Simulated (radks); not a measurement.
Coherent X-ray form factor from a spherical all-electron density. Method: Dirac Kohn-Sham, relativistic LDA (MacDonald-Vosko exchange, VWN5 correlation), spin-unpolarised, spherical densities, finite nucleus; Fermi nuclear charge, rms radius of each element as measured or else 0.836 A^(1/3) + 0.57 fm; computed with a radial shooting solver on a logarithmic mesh with Libxc functionals.

| sin(theta)/lambda (1/angstrom) | f0 (electrons) |
|---|---|
| 0.05 | 49.864 |
| 0.1 | 49.459 |
| 0.15 | 48.796 |
| 0.2 | 47.893 |
| 0.25 | 46.771 |
| 0.3 | 45.460 |
| 0.4 | 42.395 |
| 0.5 | 38.962 |
| 0.6 | 35.419 |
| 0.8 | 28.824 |
| 1 | 23.639 |
| 1.25 | 19.303 |
| 1.5 | 16.632 |
| 2 | 13.147 |

The species is in the configuration that NIST lists as its ground one. Which atom or ion scatters so?

Answer. The ytterbium ion Yb20+, [Kr] 4d10 4f4. Extrapolating in s^2 from the first two rows gives f0(0) = 50.0, near the electron count 50; among species with that count, the fall with angle is slower the higher Z, and the table is that of Z = 70; from so few rows the species is fixed only to a neighbour or two.
